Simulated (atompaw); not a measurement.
**Scattering properties, PAW (atompaw) potential for sulfur**

atompaw 4.2.0.5 input, output lines left out:

```
S 16
LDA-PW loggrid 1500 logderivrange -4 5 226
3 3 0 0 0 0
3 1 3
0 0 0
c
c
v
c
v
1
1.40 1.00 1.15 0.80
y
-1.15
n
y
-0.85
n
custom polynom2 7 10 vanderbiltortho sinc
bessel
1.40
1.40
1.20
1.20
```

The phase is arctan(r·u′/u) with u = r·R(r), unwrapped; energies in Ry, scanned from -4 to 5 Ry. A pole is an energy at which the radial function vanishes at the test radius. The pseudo phase is shifted by a multiple of π to meet the all-electron one at the reference energy, and phase errors are pseudo minus all-electron; the curves can meet again beyond the range given. Levels narrower than the energy grid can be missing from the lists of poles.

Problem. For each channel, where are the poles, and over which energies does the pseudopotential scatter like the atom?

Solution.

| channel | radius (bohr) | reference energy (Ry) | poles, all-electron | poles, pseudo | unbroken range about the reference energy with phases within 0.05 rad | phase error 1 Ry above the reference energy (rad) |
| --- | --- | --- | --- | --- | --- | --- |
| s | 1.40 | -2.02 | none | none | the whole range | +0.000 |
| p | 1.40 | -1.24 | none | none | the whole range | -0.000 |

Phases in the s channel:

```
E (Ry)  all-electron  pseudo
 -4.00         0.864   0.864
 -3.52         0.742   0.742
 -3.04         0.570   0.570
 -2.56         0.331   0.331
 -2.08         0.018   0.018
 -1.60        -0.328  -0.328
 -1.12        -0.636  -0.636
 -0.64        -0.870  -0.870
 -0.16        -1.038  -1.038
  0.32        -1.158  -1.158
  0.80        -1.246  -1.247
  1.28        -1.314  -1.314
  1.76        -1.367  -1.367
  2.24        -1.409  -1.411
  2.72        -1.444  -1.446
  3.20        -1.474  -1.477
  3.68        -1.500  -1.504
  4.16        -1.522  -1.528
  4.64        -1.543  -1.551
```
